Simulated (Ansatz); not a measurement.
Mg3Zn⁺ (the lowest doublet isomer of a short search). Total charge 1; doublet. Geometry PBE/def2-TZVP, basis def2-TZVP, Ansatz.

Cartesian coordinates in Å:
```
Mg -0.439 -1.576 0.303
Mg -1.770 0.238 -1.892
Mg 1.923 -0.090 1.750
Zn 0.286 1.427 -0.161
```

```csv
run,HOMO (eV),LUMO (eV)
A,-8.47,-6.54
B,-7.92,-7.19
C,-8.13,-6.89
D,-10.23,-4.77
E,-8.10,-6.62
```

LC-ωPBE has ω = 0.4 bohr⁻¹. HSE06 is defined as in plane-wave codes, on full-range PBE exchange. The structure comes from a short search, and lower isomers may exist.

HOMO and LUMO are taken over both spins.

Task: The runs used HSE06, LC-ωPBE, PBE, PBE0, r2SCAN. Estimate which is which.

Result: A PBE0 (25 % exact exchange); B PBE (0 % exact exchange); C HSE06 (range-separated); D LC-ωPBE (range-separated); E r2SCAN (0 % exact exchange). Exact exchange lowers occupied and raises empty levels; among semilocal functionals meta-GGAs tend to open the gap a little, and such runs are hard to tell apart. The gap grows from 0.73 eV (PBE) to 5.46 eV (LC-ωPBE). At LC-ωPBE/def2-TZVP the charge 1 doublet is spin-contaminated (final ⟨S²⟩ up to 0.89, 0.75 for a pure state).
